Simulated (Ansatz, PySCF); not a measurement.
Caution: the restricted solution is unstable towards spin-unrestricted or complex orbitals, so a lower solution exists and this singlet may not be the ground state. This singlet is an excited state, 0.96 eV above the relaxed triplet at the level B3LYP/cc-pVTZ // PBE0-D3(BJ)/def2-TZVP (Ansatz, an electronic-structure program).

Cartesian coordinates (Å):
```xyz
7

N      2.7254    -0.9295     0.5459
C      1.7841    -0.4195     0.0492
C      0.7768     0.1897    -0.5947
Si    -0.9744     0.3129    -0.0430
H     -1.2509     0.1937     1.4124
H     -1.4769    -0.8900    -0.7727
H     -1.5842     1.5427    -0.5972
```
Charge 0, spin multiplicity 1.

Task: Predict the total energy, LUMO and HOMO from PBE0-D3(BJ)/def2-TZVP (PySCF).

Result: 
```json
{
  "total_energy": "-11479.77 eV",
  "LUMO": "-4.90 eV",
  "HOMO": "-7.24 eV"
}
```
